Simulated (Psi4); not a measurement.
H2O2, charge +1, doublet, geometry from GFN2-xTB (a state made from the parent by changing its charge; the spin is typed, not shown lowest); Psi4 with MP2/def2-SVPD.

Input for Psi4:
```
memory 2 GB

molecule {
1 2
  O    -0.59065691   -0.01900468    0.25930853
  O     0.59065691    0.01900468   -0.25930853
  H    -1.28947104   -0.03417302   -0.46351846
  H     1.28947104    0.03417302    0.46351846
}

set basis def2-svpd
set reference uhf

energy('mp2')
print_variables()
```

Predict the main parts of the log of this Psi4 run.


```
    SCF Algorithm Type (re)set to DF.

   => Loading Basis Set <=

    Name: DEF2-SVPD
    Role: ORBITAL
    Keyword: BASIS

         ---------------------------------------------------------
                                   SCF
               by Justin Turney, Rob Parrish, Andy Simmonett
                          and Daniel G. A. Smith
                              UHF Reference
         ---------------------------------------------------------

  ==> Geometry <==

    Molecular point group: c2h
    Full point group: C2h

    Geometry (in Angstrom), charge = 1, multiplicity = 2:

       Center              X                  Y                   Z               Mass
    ------------   -----------------  -----------------  -----------------  -----------------
         O            0.590959703210     0.259315071110     0.000000000000    15.994914619570
         O           -0.590959703210    -0.259315071110     0.000000000000    15.994914619570
         H            1.289919578470    -0.463530152347     0.000000000000     1.007825032230
         H           -1.289919578470     0.463530152347     0.000000000000     1.007825032230

  Running in c2h symmetry.

  Rotational constants: A =     11.00173  B =      1.08217  C =      0.98525 [cm^-1]
  Rotational constants: A = 329823.44796  B =  32442.49453  C =  29537.12770 [MHz]
  Nuclear repulsion =   39.328186133364909

  Charge       = 1
  Multiplicity = 2
  Electrons    = 17
  Nalpha       = 9
  Nbeta        = 8

  ==> Algorithm <==

  SCF Algorithm Type is DF.
  DIIS enabled.
  MOM disabled.
  Fractional occupation disabled.
  Guess Type is SAD.
  Energy threshold   = 1.00e-08
  Density threshold  = 1.00e-08
  Integral threshold = 1.00e-12

  ==> Primary Basis <==

  Basis Set: DEF2-SVPD
    Blend: DEF2-SVPD
    Number of shells: 26
    Number of basis functions: 62
    Number of Cartesian functions: 66
    Spherical Harmonics?: true
    Max angular momentum: 2

   => Loading Basis Set <=

    Name: (DEF2-SVPD AUX)
    Role: JKFIT
    Keyword: DF_BASIS_SCF

  ==> Integral Setup <==

  SCF_SUBTYPE=INCORE selected. In-core MEM_DF algorithm will be used.
  Using in-core AOs.

  ==> MemDFJK: Density-Fitted J/K Matrices <==

    J tasked:                   Yes
    K tasked:                   Yes
    wK tasked:                   No
    Algorithm:                 Core
    Schwarz Cutoff:           1E-12
    Mask sparsity (%):       0.0000
    Fitting Condition:        1E-10

   => Auxiliary Basis Set <=

[...]
  @DF-UHF Final Energy:  -150.30299614468680
    Total Energy =                       -150.3029961446868015
[...]
 Magnitude           :                                                    0.0000000

 ------------------------------------------------------------------------------------

  //>>>>>>>>>>>>>>>>>>>>>>>>>>>>>>>>>>>//
  //               DFMP2               //
  //<<<<<<<<<<<<<<<<<<<<<<<<<<<<<<<<<<<//

   => Loading Basis Set <=

    Name: (DEF2-SVPD AUX)
    Role: RIFIT
    Keyword: DF_BASIS_MP2

	 --------------------------------------------------------
	                          DF-MP2
	      2nd-Order Density-Fitted Moller-Plesset Theory

	        Rob Parrish, Justin Turney, Andy Simmonett,
	           Ed Hohenstein, and C. David Sherrill
	 --------------------------------------------------------

	 --------------------------------------------------------
	                 NBF =    62, NAUX =   174
	 --------------------------------------------------------
	   CLASS    FOCC     OCC    AOCC    AVIR     VIR    FVIR
	   ALPHA       0       9       9      53      53       0
	    BETA       0       8       8      54      54       0
	 --------------------------------------------------------

	-----------------------------------------------------------
	 ==================> DF-MP2 Energies <====================
	-----------------------------------------------------------
	 Reference Energy          =    -150.3029961446868015 [Eh]
	 Singles Energy            =      -0.0000000000000000 [Eh]
	 Same-Spin Energy          =      -0.1032200555502253 [Eh]
	 Opposite-Spin Energy      =      -0.2809572149690752 [Eh]
	 Correlation Energy        =      -0.3841772705193005 [Eh]
	 Total Energy              =    -150.6871734152061038 [Eh]
	-----------------------------------------------------------
	 ================> DF-SCS-MP2 Energies <==================
	-----------------------------------------------------------
	 SCS Same-Spin Scale       =       0.3333333333333333 [-]
	 SCS Opposite-Spin Scale   =       1.2000000000000000 [-]
	 SCS Same-Spin Energy      =      -0.0344066851834084 [Eh]
	 SCS Opposite-Spin Energy  =      -0.3371486579628902 [Eh]
	 SCS Correlation Energy    =      -0.3715553431462987 [Eh]
	 SCS Total Energy          =    -150.6745514878330994 [Eh]
	-----------------------------------------------------------

  Variable Map:
  ----------------------------------------------------------------------------
[...]
  Array Variable Map:
  ----------------------------------------------------------------------------
[...]
[...]
```
